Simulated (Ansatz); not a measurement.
A single point on `C[C@@H]1CCCC[C@H]1C`.

```yaml
crystal:
  periodic: [false, false, false]
  atoms:
    - {symbol: C, position_ang: [-0.836870, -0.800677, -1.901665]}
    - {symbol: C, position_ang: [0.042380, 0.187584, -1.145759]}
    - {symbol: C, position_ang: [1.309711, -0.480052, -0.605140]}
    - {symbol: C, position_ang: [1.031110, -1.411359, 0.567583]}
    - {symbol: C, position_ang: [0.294901, -0.680581, 1.681401]}
    - {symbol: C, position_ang: [-0.982763, -0.035898, 1.159696]}
    - {symbol: C, position_ang: [-0.732612, 0.901346, -0.024839]}
    - {symbol: C, position_ang: [-0.042457, 2.188005, 0.410279]}
    - {symbol: H, position_ang: [-1.708081, -0.297698, -2.329563]}
    - {symbol: H, position_ang: [-1.205694, -1.603775, -1.259789]}
    - {symbol: H, position_ang: [-0.283649, -1.266218, -2.721765]}
    - {symbol: H, position_ang: [0.354439, 0.955169, -1.865258]}
    - {symbol: H, position_ang: [1.805837, -1.025539, -1.414609]}
    - {symbol: H, position_ang: [2.016630, 0.291903, -0.281145]}
    - {symbol: H, position_ang: [0.428232, -2.263750, 0.233434]}
    - {symbol: H, position_ang: [1.970304, -1.830288, 0.941176]}
    - {symbol: H, position_ang: [0.057603, -1.368856, 2.498176]}
    - {symbol: H, position_ang: [0.952762, 0.085061, 2.108830]}
    - {symbol: H, position_ang: [-1.484108, 0.517506, 1.960530]}
    - {symbol: H, position_ang: [-1.677455, -0.827023, 0.856132]}
    - {symbol: H, position_ang: [-1.710502, 1.184303, -0.434614]}
    - {symbol: H, position_ang: [-0.628062, 2.704736, 1.175392]}
    - {symbol: H, position_ang: [0.077773, 2.869991, -0.435613]}
    - {symbol: H, position_ang: [0.950590, 2.006101, 0.827130]}
basis:
  gaussian: {orbitals: def2-QZVPP}
correlation: {method: mp2}
```

```sh
$ ansatz run in.yaml --threads 4 --pin off --events-out ev --progress --plain --max-ram 66560MiB --backend cuda --devices 0, --max-vram 37GiB
```

It prints (some lines left out):

```
Functional definition: HF
5525 factors; integrals over basis functions are off by at most 7.4e-4 eV
mean field evaluation 1: about -8492.0658 eV, gradient 5.5e1 eV
mean field evaluation 2: about -8492.2822 eV, gradient 5.5e1 eV
mean field evaluation 4: about -8500.5934 eV, gradient 7.1e0 eV
mean field evaluation 8: about -8500.7498 eV, gradient 3.1e-1 eV
mean field -8500.75015732 eV, -312.3968062660 hartree, gradient 2.4e-6 eV, S^2 0.000000; 0 other end points of the search recorded, 0 dependent functions left out
8 core orbitals not correlated: weight in the atoms' cores, before any rotation towards them, 1.000 or more for the frozen orbitals, at most 0.000 for the correlated occupied ones
reference -8500.75015732 eV, -312.3968062660 hartree; 24, 24 occupied and 904, 904 virtual orbitals, 5525 factors
second order -40.37381331 eV of doubles, -0.00000000 eV of singles
Total energy: -8541.12397063 eV, -313.8805165388 hartree
```

Run time 18 s (4 threads of an AMD EPYC 7R13 on a shared host and a share of an NVIDIA H100 80 GB); peak host memory 1.7 GiB.
